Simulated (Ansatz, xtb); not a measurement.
# AlCuH4OS: which of two structures lies lower

We compare a, a singlet given by its coordinates, with b, a singlet given by its coordinates. Both are isolated molecules in the gas phase, relaxed with r2SCAN-D4/def2-SVP.

a (Å):

```xyz
8

Al   -0.5725   -1.3728    1.1635
Cu    1.1063    0.0976   -0.3417
O     0.0743    0.2571    1.4301
S     0.2823   -1.9740   -0.6776
H     1.9846    1.3976   -0.7066
H    -1.5517   -1.9525    2.2630
H     2.0963    0.8321   -1.3341
H    -0.0354    0.9117    2.1272
```

Close contacts (Å): Al1–Cu2 2.69, Al1–O3 1.77, Al1–S4 2.12, Cu2–O3 2.06, Cu2–S4 2.25, Al1–H6 1.58, Cu2–H5 1.61, Cu2–H7 1.58, O3–H8 0.96, H5–H7 0.85.

b (Å):

```xyz
8

Al   -0.0653    0.5557   -0.2403
Cu   -1.6842    0.7613    1.3991
O    -0.5701   -0.3690   -1.5966
S    -0.2747   -0.9217    1.7550
H    -1.0217   -1.8268    1.0739
H     1.2815    1.3887   -0.1912
H    -0.0367   -0.5432   -2.3757
H    -1.5164    1.7197    0.1584
```

Close contacts (Å): Al1–Cu2 2.31, Al1–O3 1.72, Al1–S4 2.49, Cu2–S4 2.22, Al1–H6 1.58, Al1–H8 1.90, Cu2–H8 1.58, O3–H7 0.96, S4–H5 1.36.

Energies in hartree; the thermal terms are from r2SCAN-D4/def2-SVP harmonic frequencies (ideal gas, rigid rotor, one conformer each, 298.15 K, 1 atm) and include the zero-point energy:

```
                               a            b
E, CCSD(T)/def2-SVP  −2356.008379  −2355.998729
    E, MP2/def2-SVP  −2355.997490  −2355.983473
  E, MP2/def2-TZVPP  −2357.144910  −2357.132249
  zero-point energy      0.038219      0.037049
       H(298 K) − E      0.046565      0.045623
       G(298 K) − E      0.006470      0.004479
```

Q: Correct the CCSD(T) difference for the basis set by the MP2 change, then work out ΔE, ΔE₀, ΔH and ΔG for a → b in kJ/mol (1 Eh = 2625.50 kJ/mol) and the equilibrium ratio [b]/[a].

A: 1. Differences b − a: CCSD(T) +0.009650, MP2 in the small set +0.014017, MP2 in the large set +0.012661 Eh.
2. ΔE = +0.009650 + (+0.012661 − (+0.014017)) = +0.008294 Eh = +21.78 kJ/mol.
3. ΔE₀ = ΔE + ΔZPE = +0.008294 + (−0.001170) Eh = +18.70 kJ/mol.
4. ΔH = ΔE + (−0.000942) Eh = +19.30 kJ/mol.
5. ΔG = ΔE + (−0.001991) Eh = +16.55 kJ/mol, so ΔS = (ΔH − ΔG)/T = +9.2 J/(mol K).
6. kT = 0.9442 mEh, so K = [b]/[a] = exp(−ΔG/kT) = exp(−6.68) ≈ 0.0013.

Structure a is favoured at this temperature. An error of 4 kJ/mol in ΔG would change K by a factor of 5. HF/def2-SVP gave ΔE the other sign. Large T1 diagnostics make the coupled-cluster value less sure. Mirror images and further conformers aren't counted.

Other levels gave ΔE = +33.9 (r2SCAN-D4/def2-SVP); −6.2 (HF/def2-SVP); +36.8 (MP2/def2-SVP); +25.3 (CCSD(T)/def2-SVP) kJ/mol. The correlated steps freeze 16 core orbitals; the last core shell of Cu is correlated, in a basis made for valence electrons. Programs: Ansatz 0.2.0.
